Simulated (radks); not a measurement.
Problem. These are the eigenvalues of the occupied orbitals of an atom or ion with whole-number occupations (hartree). All-electron calculation, scalar-relativistic Kohn-Sham, LDA (Slater exchange, VWN5 correlation), spin-polarised, spherical densities, finite nucleus; Fermi nuclear charge, rms radius of each element as measured or else 0.836 A^(1/3) + 0.57 fm. Program: a radial shooting solver on a logarithmic mesh with Libxc functionals.

| orbital | eigenvalue |
|---|---|
| 1s | -2470.694 |
| 2s | -482.8975 |
| 2p | -433.3628 |
| 3s | -162.8143 |
| 3p | -147.9462 |
| 3d | -130.8957 |
| 4s | -78.89859 |

Which element is it, and in what charge state? The configuration may be excited. Open shells, if any, are filled with parallel spins first.

Solution. Z = 72, hafnium, charge +42: Hf42+ in [Ar] 3d10 4s2. The list shows which subshells hold electrons but not how many an open one holds; the 1s level, -2470.7 hartree, gives Z - s = 70.3 by -(Z - s)^2/2, which with screening and relativity narrows Z to a few neighbours, and the depths of the outer levels then fix element, charge and occupations together.
